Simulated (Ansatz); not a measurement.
Species: CH$_{6}$OSi, SMILES `C[SiH2]O` (C–Si–O–H torsion 69°) (charge 0, multiplicity 1).

Task: Give a relaxed geometry from PBE0-D3(BJ)/def2-TZVP run with Ansatz (a quantum-chemistry and plane-wave program).

Result: Several could match; the one computed here: the end point of this relaxation, one of several conformers (outside a Z-matrix the atoms follow the SMILES, hydrogens last).
Z-matrix (Å, degrees):
```
Si
O 1 1.6517
H 2 0.9574 1 117.69
H 1 1.4832 2 104.98 3 -170.55
H 1 1.4919 4 109.32 2 -118.41
C 1 1.8630 4 110.60 5 -119.89
H 6 1.0924 1 110.99 4 -59.42
H 6 1.0932 7 108.24 1 122.59
H 6 1.0939 7 108.17 8 116.42
```
